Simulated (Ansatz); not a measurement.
C$_{3}$GaN$_{3}$, SMILES `N#[C][Ga]([C]#N)[C]#N` from Hartree–Fock to CCSD(T)

```xyz
7

N     2.5100    1.6731   -0.5238
C     1.5656    1.0433   -0.3269
Ga    0.0001   -0.0002   -0.0004
C     0.1602   -1.8547    0.4254
N     0.2566   -2.9734    0.6830
C    -1.7256    0.8111   -0.0991
N    -2.7669    1.3006   -0.1581
```

Charge 0, multiplicity 1. Correlated methods include outer-core shells of Ga, which these sets cover unevenly. Scalar relativity is left out up to krypton. The structure was optimised at the PBE0-D4/def2-TZVP level. Frozen core, restricted reference, the Gaussian-basis code of Ansatz.

```csv
basis,HF (Eh),MP2 corr.,CCSD corr.,(T),CCSD(T) total
def2-SVP,?,-1.02102,?,-0.04570,?
def2-TZVPP,-2200.30853,-1.20263,-1.19381,?,?
def2-QZVPP,?,-1.51265,–,–,–
```

Q: Fill in the withheld values. (Estimate.)

A: Computed: def2-SVP HF (Eh): -2199.73073; def2-SVP CCSD corr.: -1.01966; def2-SVP CCSD(T) total: -2200.79609; def2-TZVPP (T): -0.06560; def2-TZVPP CCSD(T) total: -2201.56794; def2-QZVPP HF (Eh): -2200.35878.
